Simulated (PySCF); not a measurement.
C4H11BO, SMILES BOC(C)(C)C at its GFN2-xTB optimised geometry (Å):

```
17

B      0.3860     1.6724     0.0000
H      1.5689     1.6724     0.0000
H     -0.2120     2.6828     0.0000
O     -0.3649     0.5875    -0.0001
C      0.0726    -0.7722    -0.0001
C      0.8981    -1.0582     1.2568
C     -1.2007    -1.6257     0.0006
C      0.8967    -1.0586    -1.2578
H      1.1810    -2.1070     1.2892
H      0.3156    -0.8224     2.1447
H      1.7986    -0.4499     1.2637
H     -1.7942    -1.4052     0.8842
H     -0.9496    -2.6828    -0.0034
H     -1.7986    -1.3996    -0.8786
H      1.7939    -0.4454    -1.2689
H      0.3112    -0.8293    -2.1454
H      1.1853    -2.1060    -1.2867
```

Level of theory: PySCF with CAM-B3LYP/def2-SVP. Cells within 0.4 Å of a nucleus heavier than hydrogen are left out (blank, or x).

Map of the log10 of the electron density (e/bohr³), floored at −4 on the plane z = 1.0 Å:

```
|00000000000000000000000000000|
|00000000000000000000000000000|
|00000000000000000000000000000|
|00000000000112221000000000000|
|00000000001233332110000000000|
|00000000001344443221000000000|
|00000000002345554432210000000|
|00000000012356665544321000000|
|00000000012356666555431000000|
|00000000012456666665432000000|
|00000000023456666665432000000|
|00000000024567766555432000000|
|00000000134677765554432000000|
|00000000134667765566543100000|
|00000012334566667777754200000|
|00000023455556788899864200000|
|00000135676667899999864200000|
|0000024678876789xx98753200000|
|00000246899876789997643100000|
|00000246788766689997542000000|
|00000235677765578987531000000|
|00000123556655457776431000000|
|00000012345554445655320000000|
|00000001234443333443200000000|
|00000000122332212221000000000|
|00000000001111000000000000000|
|00000000000000000000000000000|
|00000000000000000000000000000|
|00000000000000000000000000000|
```
Scale: ten equal steps from -4.00 (start of '0') to -0.575 (end of '9'), in the order '0123456789'; x runs from -5.00 to 5.00, y from -5.00 (bottom) to 5.00 (top).
